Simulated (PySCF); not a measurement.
**Basis and Hamiltonian dependence of the excitation energy of Mn⁺**

Mn⁺ [Ar] 3d5 4s1 (7S) → Mn⁺ [Ar] 3d4 4s2 (5D). Calculated with PySCF 2.14 from differences of total energies of unrestricted determinants, without spin-orbit coupling. Values in eV.

```tsv
basis	Hamiltonian	functions	UHF	LDA	PBE0	MP2 (valence)
ANO-RCC-VTZP	spin-free X2C	59	7.104	7.368	7.300	6.990
x2c-TZVPPall	spin-free X2C	64	7.112	7.486	7.367	6.972
aug-cc-pVTZ-DK	spin-free X2C	93	7.057	7.395	7.296	6.838
def2-QZVPPD	non-relativistic	100	7.433	7.804	7.698	7.285
dyall-av2z	non-relativistic	101	7.490	7.858	7.737	7.355
aug-cc-pVTZ with one added diffuse shell each of s, p, d, f, g type	non-relativistic	118	7.427	7.772	7.670	7.248
aug-cc-pVQZ	non-relativistic	140	7.417	7.767	7.666	7.250
```

Frozen in the all-electron rows: valence: [Ar].

Non-relativistic rows lack the scalar-relativistic shift.
